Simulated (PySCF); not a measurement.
Run record: geometry optimisation, hexafluorophosphate, `F[P-](F)(F)(F)(F)F`.

Method: PBE0-D3(BJ)/def2-SVP geometry optimisation, gas phase (PySCF 2.14.0). Start geometry: GFN2-xTB. A driver script takes a list of jobs; this job's settings line and coordinates (Å) are shown.

Command:
```bash
OMP_NUM_THREADS=1 python probes_run.py task.json out
```

Input:
```
{"job": {"xc": "PBE0", "basis": "def2-SVP", "d3": "d3bj", "grid": 1, "shake": 0.01, "kind": "geom"}, "charge": -1, "multiplicity": 1}
F     -0.597870    -1.514700     0.225010
P     -0.005220    -0.003850    -0.006000
F      0.908490    -0.569310    -1.224560
F     -0.894560     0.570490     1.204680
F      1.184310    -0.337960     1.051050
F     -1.189980     0.337500    -1.071680
F      0.628790     1.488730    -0.228420
```

Output:
```
step   0  E = -939.41268392  max force = 0.012115
step   1  E = -939.40065414  max force = 0.028755
step   2  E = -939.41002136  max force = 0.012742
step   3  E = -939.41153930  max force = 0.009631
step   4  E = -939.41146736  max force = 0.011994
step   5  E = -939.41301895  max force = 0.007218
step   6  E = -939.41209855  max force = 0.010440
step   7  E = -939.41319497  max force = 0.003026
step   8  E = -939.41323537  max force = 0.004353
step   9  E = -939.41323208  max force = 0.001905
step  10  E = -939.41328588  max force = 0.000965
step  11  E = -939.41328880  max force = 0.000482
step  12  E = -939.41328633  max force = 0.000750
step  13  E = -939.41328932  max force = 0.000269
optimisation converged
```

Energies in Eh; «max force» is the largest Cartesian gradient component in Eh/bohr.

**Question.** Give the first gradient maximum in eV/Å.

**Answer.** With 1 Eh/bohr = 51.422 eV/Å, 0.623 eV/Å.

**Question.** At which steps does the energy rise by more than 1e-5 Eh?

**Answer.** At steps 1 (+12.03 mEh), 4 (+0.07 mEh) and 6 (+0.92 mEh).

Summary of the converged run: final energy -939.41329 Eh after 13 steps.

**Question.** Estimate the wall time. Hardware: one thread of an Intel Xeon 6975P-C (shared host). And the peak memory of the process?

**Answer.** About 36 s, with 0.43 GiB resident at the peak, the Python interpreter and its libraries included.
Labels such as C1 count atoms from 1, the log's own numbers from 0.
